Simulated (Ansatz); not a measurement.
Reaction (substitution at a C–Si bond): `C#C[SiH2]CO` + `NBCl` → `OCNBCl` + `C#C[SiH3]`

Isolated molecules relaxed with PBE0-D4/def2-TZVP in Ansatz; ΔE leaves out vibrations. CCSD(T)/CBS adds triple-zeta CCSD(T) − MP2 to the extrapolated MP2 energy (def2 sets, frozen cores). DFT in def2-TZVPP. B3LYP here is the variant with VWN-RPA as its local correlation; programs differ in this. Each species was taken in one conformer, which may not be the lowest.

```tsv
level	ΔE (kJ/mol)	difference from CCSD(T)/CBS
PBE-D4	35.3	2.4
B3LYP-D4	32.4	-0.5
ωB97X-V	30.4	-2.5
ωB97M-V	34.6	1.7
PBE	34.9	2.0
r2SCAN	35.3	2.4
B3LYP	31.7	-1.2
HF/def2-TZVPP	22.8	-10.1
MP2/def2-TZVPP	31.5	-1.4
SCS-MP2/def2-TZVPP	28.4	-4.5
CCSD(T)/def2-TZVPP	29.1	-3.8
MP2/def2-QZVPP	33.8	0.9
SCS-MP2/def2-QZVPP	30.7	-2.2
HF/CBS(def2)	23.1	-9.8
MP2/CBS(def2)	35.3	2.4
CCSD/CBS(def2)	32.5	-0.4
CCSD(T)/CBS	32.9	0
```

Largest T1 diagnostic among the species: 0.013.

In def2-TZVPP, CCSD(T) changes the Hartree–Fock value by +6.3 kJ/mol (the triples alone add +0.4 kJ/mol) and MP2 by +8.6 kJ/mol.
